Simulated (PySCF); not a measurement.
**Reading a saddle point**

A first-order saddle point of GaH2Br, singlet, PBE0-D4/def2-TZVP, with one imaginary mode of 634i cm⁻¹:

Ga1  (-0.682, 0.149, 0.660)
Br2  (1.538, -0.029, -1.050)
H3  (0.896, 0.701, 0.406)
H4  (-1.751, -0.822, -0.016)
(Å)

PySCF 2.14 with density fitting (its default auxiliary sets; JK sets also for MP2 and CCSD(T)); basis: def2-TZVPP and def2-QZVPP; cores frozen in the correlated methods. Filled d shells of the heavier atoms are correlated. The def2 sets are not built for correlating such inner shells, so the correlated values are less sure here. Extrapolation: Hartree–Fock as exp(−7.88 √X), correlation as X^−2.97.

Task: Which contacts change along the imaginary mode, and what lies on either side? (A judgement: the text doesn't fix the answer.)

Result: Computed: The step is GaH₂Br ([GaH2][Br]) → GaH + HBr, with the molecules in contact on both sides. Shortening one way: Br2–H3; lengthening the same way: Ga1–Br2, Ga1–H3.
| pair | one side (Å) | saddle (Å) | other side (Å) |
| --- | --- | --- | --- |
| Br2–H3 | 3.28 | 1.75 | 1.46 |
| Ga1–Br2 | 2.29 | 2.81 | 3.89 |
| Ga1–H3 | 1.56 | 1.69 | 2.43 |

Task: Which side is lower, and how far does the saddle lie above each? (To be estimated.)

Result: By the calculation: The side with Ga1–Br2, Ga1–H3 short is lower by 196.3 kJ/mol; the saddle lies 227.9 kJ/mol above it and 31.7 kJ/mol above the other (CCSD(T) at an estimated basis limit (MP2 extrapolated from triple and quadruple zeta, plus CCSD(T) − MP2 in triple zeta); electronic energies).

No T1 diagnostic of these runs exceeds 0.013. The restricted Hartree–Fock reference is unstable towards an unrestricted one at one or more of these structures.

Labels in which every atom is bracketed show which atoms are joined, not bond orders.

For scale, one of the runs: CCSD(T)/def2-TZVPP, 124 basis functions, launched by `OMP_NUM_THREADS=4 python run.py`. Time: 120 s of wall clock on 4 CPU threads of an Arm Neoverse V1; the host was shared. Peak host memory: 0.78 GiB.
